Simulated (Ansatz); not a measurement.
Input file for Ansatz (a program for electronic structure): R-wB97X-V/def2-TZVPP on H4SSi2 (SMILES [SiH3][Si]S), a point of a torsion scan.

Ansatz 0.2 input:
```yaml
crystal:
  periodic: [false, false, false]
  atoms:
    - {symbol: Si, position_ang: [0.97793863, -0.13430553, 0.09852754]}
    - {symbol: Si, position_ang: [-0.52145751, 1.59377135, -0.22747951]}
    - {symbol: S, position_ang: [-2.47027462, 0.74262094, 0.33302590]}
    - {symbol: H, position_ang: [0.79749824, -1.38086546, -0.66248768]}
    - {symbol: H, position_ang: [2.27213952, 0.41769830, -0.32825121]}
    - {symbol: H, position_ang: [1.16502134, -0.59300287, 1.48413352]}
    - {symbol: H, position_ang: [-2.14779151, -0.49921471, 0.67174327]}
basis:
  gaussian:
    orbitals: def2-TZVPP
hamiltonian:
  xc: {name: wB97X-V}
scf: {lower_state_search: off}
```

It printed:

```
WARN ansatz: RAYON_NUM_THREADS=1 ignored (pool sized by the plan → 1); use --threads N
Functional definition: wB97X-V
these checks for a lower state are left out or cut short: stability, starts, cluster_reference, orbital_swaps, neighbouring_geometries, increment
integrals: 0.15 GiB planned
1109 factors; their error is unknown
integrals: 0.18 GiB planned
233 factors; integrals over basis functions are off by at most 1.2e-5 eV
mean field: 1.04 GiB planned
mean field evaluation 1: about -26650.6553 eV, gradient 1.3e1 eV
mean field evaluation 2: about -26651.2554 eV, gradient 8.8e0 eV
mean field evaluation 4: about -26651.4680 eV, gradient 5.4e-1 eV
mean field evaluation 8: about -26651.4901 eV, gradient 1.3e-1 eV
mean field evaluation 16: about -26651.4901 eV, gradient 2.5e-5 eV
mean field -26651.49011670 eV, -979.4241967600 hartree, gradient 9.2e-6 eV, S^2 0.000000; 0 other end points of the search recorded, 0 dependent functions left out
reference -26651.49011472 eV, -979.4241966870 hartree; 24, 24 occupied and 158, 158 virtual orbitals, 1109 factors
Total energy: -26651.49011472 eV, -979.4241966870 hartree
Checks for a lower state left out: stability, starts, cluster_reference, orbital_swaps, neighbouring_geometries, increment
```

Self-consistency was reached.

Cost: about 7 core-seconds (a rough figure).
